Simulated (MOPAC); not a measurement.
MOPAC input (MNDO):

```
MNDO 1SCF CHARGE=1 UHF MS=0.5 GEO-OK AUX(PRECISION=9) THREADS=1
CdF2

Cd    0.00000000 1    0.00000000 1    0.00000000 1
F    -0.00000000 1   -0.00000000 1   -1.93349400 1
F     0.00000000 1    0.00000000 1    1.93349400 1
```

From its output:

```
          Parameters for some elements are missing

           Empirical Formula: Cd F2  =     3 atoms

 ******************************************************************************
 *                                                                            *
 *     Error and normal termination messages reported in this calculation     *
 *                                                                            *
 * Parameters for some elements are missing                                   *
 * JOB ENDED NORMALLY                                                         *
 *                                                                            *
 ******************************************************************************

 == MOPAC DONE ==
```

The program refused the input.

The geometry given is a B3LYP-D3(BJ)/def2-TZVP minimum of the species of charge 0 and multiplicity 1, not of this state.
